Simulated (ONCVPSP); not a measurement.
**Transferability test, ONCV potential for Sn**

```
Element                 : Sn (Z = 50)
Generator               : ONCVPSP 4.0.1
Type                    : optimised norm-conserving Vanderbilt (ONCV)
Functional              : PBE
Relativity              : scalar-relativistic
Frozen core             : [Ar] 3d10
Valence charge          : 22
Reference configuration : 4s2 4p6 4d10 5s2 5p2
Partial waves           : 4s+5s: rc 1.55 bohr, ncon 3, nbas 7, qcut 5.4 1/bohr, 3 projectors, debl 3.6 Ha; 4p+5p: rc 1.30 bohr, ncon 3, nbas 7, qcut 9.4 1/bohr, 2 projectors; 4d: rc 1.30 bohr, ncon 3, nbas 7, qcut 8.9 1/bohr, local
Local potential         : the d channel
Core correction         : Teter function fitted to the true core (icmod 2), fcfact 0.2
```

Energies are relative to the spin-unpolarised reference configuration 4s2 4p6 4d10 5s2 5p2; without spin polarisation the order of configurations can differ from experiment.

```json
{"valence configuration": "4s2 4p6 4d10 5s2 5p1", "charge": "+1", "ΔE all-electron (eV)": "6.875", "error AE − PS (meV)": "-1.2"}
{"valence configuration": "4s2 4p6 4d10 5s1 5p0", "charge": "+3", "ΔE all-electron (eV)": "51.800", "error AE − PS (meV)": "-14"}
{"valence configuration": "4s2 4p5 4d10 5s2 5p2", "charge": "+1", "ΔE all-electron (eV)": "97.522", "error AE − PS (meV)": "-143"}
```

Task: What are ΔE and the potential's error for 4s2 4p6 4d10 5s2 5p0?

Result: ΔE = 20.828 eV all-electron; the error (AE − PS) is -4.1 meV.

Levels in the configuration 4s2 4p6 4d10 5s1 5p0:

| level | all-electron (eV) | pseudo (eV) |
| --- | --- | --- |
| 4s | -163.440 | -163.564 |
| 4p | -119.187 | -119.227 |
| 4d | -55.063 | -55.070 |
| 5s | -35.962 | -35.974 |
